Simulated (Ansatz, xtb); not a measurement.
## ClNSiSn: which of two structures lies lower

Structure I: a singlet given by its coordinates. Structure II: a singlet given by its coordinates. Both are isolated molecules in the gas phase, relaxed with B3LYP-D3(BJ)/def2-SVP.

I (Å):

```xyz
4

Cl   -1.7627   -1.9239   -0.4106
N     0.5129    0.5423   -0.0415
Si    0.7539    1.7298    0.9829
Sn    0.2437   -0.9818   -1.3962
```

Close contacts (Å): Cl1–Sn4 2.43, N2–Si3 1.59, N2–Sn4 2.06.

II (Å):

```xyz
4

Cl   -2.3414    2.0358    0.5519
N    -2.7278   -0.8971    1.0796
Si   -2.7584    0.5212    2.0215
Sn   -2.7455   -2.6107    0.2546
```

Close contacts (Å): Cl1–Si3 2.15, N2–Si3 1.70, N2–Sn4 1.90.

Which of the two would you expect CCSD(T)/def2-TZVPP electronic energies to favour?

Structure I; the calculation gives E(II) − E(I) = +0.523 eV.

The same difference at several levels:

| level | geometry | E(II) − E(I) (eV) | departure from the last row (eV) | job, with rough time for the two |
| --- | --- | --- | --- | --- |
| GFN2-xTB | GFN2-xTB | +1.040 | +0.517 | optimisation, 0.33 s |
| HF/STO-3G | GFN2-xTB | +0.774 | +0.251 | single point, 1.5 s |
| r2SCAN-D4/def2-SVP | GFN2-xTB | +0.594 | +0.071 | single point, 2.9 s |
| B3LYP-D3(BJ)/def2-SVP | B3LYP-D3(BJ)/def2-SVP | +0.603 | +0.080 | optimisation, 29 s |
| HF/def2-TZVPP | B3LYP-D3(BJ)/def2-SVP | +0.821 | +0.298 | part of the CCSD(T) run |
| MP2/def2-TZVPP | B3LYP-D3(BJ)/def2-SVP | +0.468 | −0.055 | part of the CCSD(T) run |
| CCSD(T)/def2-TZVPP | B3LYP-D3(BJ)/def2-SVP | +0.523 |  | single point, 80 s |

The levels shown agree on the order. The largest departure from CCSD(T)/def2-TZVPP is that of GFN2-xTB, 0.517 eV.

With harmonic frequencies from B3LYP-D3(BJ)/def2-SVP (ideal gas, rigid rotor, one conformer each, 298.15 K, 1 atm): the zero-point term adds +0.004 eV; ΔH is +0.521 and ΔG +0.533 eV.

The T1 diagnostic of structure II is large, so the coupled-cluster value is less sure. The correlated steps freeze 15 core orbitals; the filled d shell of Sn is correlated, in a basis made for valence electrons. Atoms past krypton carry core potentials in the def2 sets, other sets are all-electron and non-relativistic, and no spin–orbit term is included. Codes used: Ansatz 0.2.0, xtb 6.7.1; the last row on 1 thread of Intel(R) Xeon(R) 6975P-C (Granite Rapids) on a shared host.
